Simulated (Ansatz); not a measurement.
Isolated molecules relaxed with PBE0-D4/def2-TZVP in Ansatz; ΔE leaves out vibrations. CBS: MP2 limit from def2 TZ/QZ plus the TZ coupled-cluster correction, frozen cores. Functionals use def2-TZVPP. For Br outer-core shells are correlated without core-valence functions, which leaves a few kJ/mol of doubt a bond. Scalar relativity is left out up to krypton. One conformer a species, not always the lowest.

Consider the redistribution: `CB[SiH2]C` + `COB(O)Br` → `B[SiH2]C` + `COB(Br)OC`.

```
        level  ΔE (eV)
       B2PLYP     1.05
HF/def2-TZVPP     0.89
```

(1) What does CCSD(T)/CBS give? (Estimate.)

Largest T1 diagnostic among the species: 0.011.

Answers

(1) Ansatz gave: +1.07 eV. The listed levels differ from it by -0.02, -0.18 eV.

In def2-TZVPP, CCSD(T) changes the Hartree–Fock value by +0.15 eV (the triples alone add +0.01 eV) and MP2 by +0.21 eV.
